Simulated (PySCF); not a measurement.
BH3N (calculated)

Computed with PySCF 2.14.0. Calculation on a computer-drawn molecule: vertical ionisation energy to the stated ion spin, frozen-core CCSD(T) at the basis limit and cheaper methods, single-reference cases, UHF for radicals, no spin-orbit; all values are single points at the evaluated structure, the first of each entry, which is the reference or a displaced copy of it and isn't optimised; the reference structure only sets the zero of the energies above reference; triples share is (T) over the correlation energy.

Common to all runs: charge 0; multiplicity 2; ion multiplicity 1; diffuse functions no; basis cc-pVnZ; reference is the Hartree-Fock double-zeta minimum; best is HF at quadruple zeta + MP2 correlation extrapolated from triple and quadruple zeta + CCSD(T) minus MP2 at triple zeta; basis step is the size of the change from the same recipe one zeta lower.

```yaml
- entry: 1
  formula: BH3N
  evaluated_structure:
    atoms_angstrom:
      - [B, -0.1584, 0.5136, 1.8779]
      - ["N", -0.0756, 1.8886, 1.8089]
      - [H, -0.9124, -0.1488, 1.2206]
      - [H, -0.644, 2.4433, 1.1983]
      - [H, 0.5587, 2.427, 2.3642]
  reference_structure:
    atoms_angstrom:
      - [B, -0.1584, 0.5136, 1.8779]
      - ["N", -0.0751, 1.8891, 1.8093]
      - [H, -0.9122, -0.1486, 1.2202]
      - [H, -0.6437, 2.4435, 1.1988]
      - [H, 0.5586, 2.4269, 2.364]
  given:
    drawn_bonds_atom: [1, 1, 2, 2]
    drawn_bonds_other_atom: [2, 3, 4, 5]
    drawn_bonds_order: [1, 1, 1, 1]
  results:
    "ionisation_energy_best [eV]": 8.104
    "ionisation_energy_basis_step [eV]": 0.02732
    "energy_above_reference_best [kcal/mol]": -0.006043
    "energy_above_reference_basis_step [kcal/mol]": 0.001069
    triple_zeta_method: [HF, PBE, r2SCAN, B3LYP, wB97X, MP2, CCSD, "CCSD(T)"]
    "triple_zeta_ionisation_energy [eV]": [7.79, 8.135, 8.277, 8.193, 8.033, 8.009, 8.044, 8.042]
    "triple_zeta_energy_above_reference [kcal/mol]": [0.008957, -0.01706, -0.00996, -0.01035, -0.006818, -0.004365, -0.003945, -0.00533]
    "total_energy_HF_triple_zeta [hartree]": -80.8858
    "total_energy_CCSD(T)_triple_zeta [hartree]": -81.2130
    "total_energy_best [hartree]": -81.2543
    T1_diagnostic_at_triple_zeta: 0.01422
    D1_diagnostic_at_triple_zeta: 0.04426
    spin_squared_at_triple_zeta: 0.7564
    ion_T1_diagnostic_at_triple_zeta: 0.01607
    ion_D1_diagnostic_at_triple_zeta: 0.04193
    triples_share_at_triple_zeta: 0.03522
    basis_functions_triple_zeta: 102
    "dipole_magnitude_HF_at_triple_zeta [debye]": 2.075
    "dipole_magnitude_CCSD_unrelaxed_at_triple_zeta [debye]": 2.3
    "dipole_magnitude_PBE_at_triple_zeta [debye]": 2.408
    "dipole_magnitude_r2SCAN_at_triple_zeta [debye]": 2.334
    "dipole_magnitude_B3LYP_at_triple_zeta [debye]": 2.301
    "dipole_magnitude_wB97X_at_triple_zeta [debye]": 2.294
- entry: 2
  formula: BH3N
  evaluated_structure:
    atoms_angstrom:
      - [B, -0.1712, 0.5004, 1.8491]
      - ["N", -0.0339, 1.8393, 1.8329]
      - [H, -0.9323, -0.1459, 1.2644]
      - [H, -0.5917, 2.4939, 1.2391]
      - [H, 0.4671, 2.4241, 2.4877]
  reference_structure:
    atoms_angstrom:
      - [B, -0.1584, 0.5136, 1.8779]
      - ["N", -0.0751, 1.8891, 1.8093]
      - [H, -0.9122, -0.1486, 1.2202]
      - [H, -0.6437, 2.4435, 1.1988]
      - [H, 0.5586, 2.4269, 2.364]
  given:
    drawn_bonds_atom: [1, 1, 2, 2]
    drawn_bonds_other_atom: [2, 3, 4, 5]
    drawn_bonds_order: [1, 1, 1, 1]
  results:
    "ionisation_energy_best [eV]": 7.812
    "ionisation_energy_basis_step [eV]": 0.02584
    "energy_above_reference_best [kcal/mol]": 2.945
    "energy_above_reference_basis_step [kcal/mol]": 0.06696
    triple_zeta_method: [HF, PBE, r2SCAN, B3LYP, wB97X, MP2, CCSD, "CCSD(T)"]
    "triple_zeta_ionisation_energy [eV]": [7.447, 7.858, 7.982, 7.901, 7.734, 7.704, 7.747, 7.748]
    "triple_zeta_energy_above_reference [kcal/mol]": [3.92, 2.319, 2.593, 2.424, 2.951, 3.114, 3.139, 3.091]
    "total_energy_HF_triple_zeta [hartree]": -80.8796
    "total_energy_CCSD(T)_triple_zeta [hartree]": -81.2081
    "total_energy_best [hartree]": -81.2496
    T1_diagnostic_at_triple_zeta: 0.01423
    D1_diagnostic_at_triple_zeta: 0.04304
    spin_squared_at_triple_zeta: 0.7568
    ion_T1_diagnostic_at_triple_zeta: 0.01517
    ion_D1_diagnostic_at_triple_zeta: 0.03907
    triples_share_at_triple_zeta: 0.0353
    basis_functions_triple_zeta: 102
    "dipole_magnitude_HF_at_triple_zeta [debye]": 2.262
    "dipole_magnitude_CCSD_unrelaxed_at_triple_zeta [debye]": 2.437
    "dipole_magnitude_PBE_at_triple_zeta [debye]": 2.487
    "dipole_magnitude_r2SCAN_at_triple_zeta [debye]": 2.431
    "dipole_magnitude_B3LYP_at_triple_zeta [debye]": 2.41
    "dipole_magnitude_wB97X_at_triple_zeta [debye]": 2.437
```
